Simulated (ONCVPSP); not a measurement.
# K (Z = 19): variants of one ONCV potential

Base potential:

```json
{"Element": "K (Z = 19)", "Generator": "ONCVPSP 4.0.1", "Type": "optimised norm-conserving Vanderbilt (ONCV)", "Functional": "LDA (Perdew-Wang 92)", "Relativity": "scalar-relativistic", "Frozen core": "[Ne]", "Valence charge": "9", "Reference configuration": "3s2 3p6 4s1", "Partial waves": "3s+4s: rc 2.45 bohr, ncon 3, nbas 7, qcut 3.9 1/bohr, 2 projectors; 3p: rc 1.30 bohr, ncon 4, nbas 8, qcut 6.8 1/bohr, 2 projectors, debl 1.8 Ha; d scattering state at 0.07 Ha: rc 2.20 bohr, ncon 3, nbas 7, qcut 3.8 1/bohr, 1 projector", "Local potential": "polynomial inside 0.85 bohr (lpopt 2, dvloc0 0 Ha)", "Core correction": "Teter function, fcfact 4.75, rcfact 1.25"}
```

All-electron outer shells of the reference configuration (LDA (PZ), scalar-relativistic, ld1.x):

```tsv
shell	level (eV)	outermost node (bohr)	outermost maximum (bohr)
2p	-280.03	–	0.26
3s	-35.18	0.48	1.07
3p	-18.83	0.45	1.15
4s	-2.43	1.59	4.03
```

Cutoffs, loose and tight: the cutoffs (Ha) at which the residual kinetic energy of the hardest occupied pseudo-wave falls to 1 and 0.1 mHa per electron. They do not see the model core or the augmentation charge, which bear on the density cutoff. Test errors are all-electron minus pseudo excitation energies from the reference, over the configurations 3s2 3p6 4s0; 3s2 3p6 4s0.5; 3s2 3p6 4s0 4p1; 3s2 3p5 4s1. A dash means not determined; rows that change the core or the reference have their own tests.

For the base: The cutoffs count occupied waves only; projector 1 of the d channel, the hardest unoccupied one, needs 36 Ha at the loose tolerance.

A true bound ghost makes a file unfit for plane-wave use even where its test errors are small: the radial tests pick states by their node count and pass the ghost by.

```tsv
change	outcome	cutoff, loose	cutoff, tight	bound ghosts	GHOST(+) flags above zero	largest test error (meV)
base	generated	12 Ha	34 Ha	none	none	+22
s: qcut 2.5; p: qcut 4.4; d: qcut 2.4	generated	12 Ha	34 Ha	s	d	+17
s: qcut 4; p: qcut 6.9; d: qcut 3.9	generated	12 Ha	27 Ha	none	none	+22
s: qcut 4.4; p: qcut 7.7; d: qcut 4.3	generated	17 Ha	27 Ha	none	none	+21
```

Problem. What comes out with this change to the base: s: qcut 5.4; p: qcut 9.4; d: qcut 5.3?

Solution. outcome: generated; cutoff, loose: 24 Ha; cutoff, tight: 32 Ha; bound ghosts: none; GHOST(+) flags above zero: none; largest test error (meV): +20.

Problem. What comes out with this change to the base: s: qcut 4.9; p: qcut 8.5; d: qcut 4.8?

Solution. outcome: generated; cutoff, loose: 21 Ha; cutoff, tight: 29 Ha; bound ghosts: none; GHOST(+) flags above zero: none; largest test error (meV): +21.

Problem. What comes out with this change to the base: s: qcut 3.2; p: qcut 5.6; d: qcut 3.1?

Solution. outcome: generated; cutoff, loose: 12 Ha; cutoff, tight: 65 Ha; bound ghosts: none; GHOST(+) flags above zero: d; largest test error (meV): +22.
